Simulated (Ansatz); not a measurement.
Geometry optimisation, RKS B3LYP/def2-SVP (Ansatz).

input.yaml

```yaml
crystal:
  periodic: [false, false, false]
  atoms:
    - { symbol: B, position_ang: [-0.8444, 0.779, 0.1135] }
    - { symbol: C, position_ang: [0.4331, -0.0652, 0.0609] }
    - { symbol: "N", position_ang: [0.2187, -1.3374, 0.7355] }
    - { symbol: Se, position_ang: [1.0178, -0.3776, -1.7942] }
    - { symbol: H, position_ang: [-1.8898, 0.4113, -0.3993] }
    - { symbol: H, position_ang: [-0.8806, 1.904, 0.6128] }
    - { symbol: H, position_ang: [1.2853, 0.5025, 0.5578] }
    - { symbol: H, position_ang: [1.02569, -1.49737, 1.37603] }
    - { symbol: H, position_ang: [0.1405, -2.09084, 0.1003] }
    - { symbol: H, position_ang: [1.2387, 1.1053, -1.9921] }
basis:
  gaussian: { orbitals: def2-SVP }
hamiltonian:
  xc: b3lyp
relax:
  f_tol: 0.015
  max_steps: 40
```

Run as:

```bash
$ ansatz run input.yaml --threads 2 --pin off --max-ram 3072MiB --backend cpu --events-out ev --progress --plain --runs-dir out
```

Question: Where does it end, and by what steps?

Answer: The forces met the threshold. After 17 steps the energy has fallen by 1.416 eV; Se4 moved furthest, 0.95 Å. Joined: B1–Se4 (2.91 → 2.14 Å).

```tsv
step	energy less start (eV)	largest force component (eV/Å)	accepted
0	0.0000	1.982	yes
1	-0.2364	0.921	yes
2	-0.3565	1.000	yes
3	-0.4683	1.311	yes
4	-0.6257	1.328	yes
5	-0.8259	1.253	yes
6	-0.9684	0.917	yes
7	-1.1373	0.631	yes
8	-1.2422	0.761	yes
9	-1.3164	1.040	yes
10	-1.3607	0.875	yes
11	-1.3153	1.225	no
12	-1.4092	0.265	yes
13	-1.4056	0.247	no
14	-1.4158	0.111	yes
15	-1.4164	0.031	yes
16	-1.4165	0.022	yes
17	-1.4165	0.007	yes
```

```xyz
10
Properties=species:S:1:pos:R:3
B -0.657 0.635 -0.275
C 0.474 -0.133 0.486
N 0.390 -1.388 0.897
Se 0.483 0.354 -2.066
H -1.684 -0.010 -0.401
H -0.763 1.816 -0.033
H 1.440 0.337 0.709
H 1.190 -1.918 1.226
H -0.476 -1.901 0.750
H 1.348 1.543 -1.921
```

Whether the end is a true minimum wasn't checked by a vibrational analysis.

Time of the run: 49 s on 2 threads of Intel(R) Xeon(R) CPU @ 2.80GHz (Skylake/Cascade Lake) (shared host), peak memory 0.27 GiB.
